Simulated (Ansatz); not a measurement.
The same molecule with X = B, Al, Ga, In. Ansatz, PBE0-D4/def2-TZVP geometries, multiplicity 1. Each molecule was computed in one conformer, which needn't be the lowest.

Elements past krypton have def2 core potentials. Scalar relativity is left out up to krypton.

```json
{"X": "B", "molecule": "`OB(Br)Br`", "mean X–Br bond length / Å": "1.916", "mean X–O bond length / Å": "1.337", "LUMO energy (PBE0/def2-TZVPP) / eV": "-0.72", "HOMO–LUMO gap (PBE0/def2-TZVPP) / eV": "7.62", "size of the dipole moment (B3LYP/def2-TZVPP) / D": "1.73"}
{"X": "Al", "molecule": "`[OH][Al]([Br])[Br]`", "mean X–Br bond length / Å": "2.234", "mean X–O bond length / Å": "1.679", "LUMO energy (PBE0/def2-TZVPP) / eV": "-1.16", "HOMO–LUMO gap (PBE0/def2-TZVPP) / eV": "7.48", "size of the dipole moment (B3LYP/def2-TZVPP) / D": "1.50"}
{"X": "Ga", "molecule": "`[OH][Ga]([Br])[Br]`", "mean X–Br bond length / Å": "2.262", "mean X–O bond length / Å": "1.767", "LUMO energy (PBE0/def2-TZVPP) / eV": "-1.76", "HOMO–LUMO gap (PBE0/def2-TZVPP) / eV": "6.97", "size of the dipole moment (B3LYP/def2-TZVPP) / D": "1.24"}
```

**Question.** Give the row for X = In, `[OH][In]([Br])[Br]`. (Estimate.)

**Answer.** Ansatz gave: 
```csv
X,molecule,mean X–Br bond length / Å,mean X–O bond length / Å,LUMO energy (PBE0/def2-TZVPP) / eV,HOMO–LUMO gap (PBE0/def2-TZVPP) / eV,size of the dipole moment (B3LYP/def2-TZVPP) / D
In,`[OH][In]([Br])[Br]`,2.439,1.964,-2.63,6.07,1.13
```

From B to In the mean X–Br bond length rises at each step, by 0.523 Å in all; the mean X–O bond length rises at each step, by 0.627 Å in all; the LUMO energy (PBE0/def2-TZVPP) falls at each step, by 1.91 eV in all; the HOMO–LUMO gap (PBE0/def2-TZVPP) falls at each step, by 1.55 eV in all. Bonds lengthen as the atom grows down the group. Dipoles are sizes alone, and their direction can turn along the series.

B3LYP here is the variant with VWN-RPA as its local correlation; programs differ in this.

Spin–orbit coupling is left out; it splits and shifts lone-pair levels of the heavy atoms by tenths of an eV.
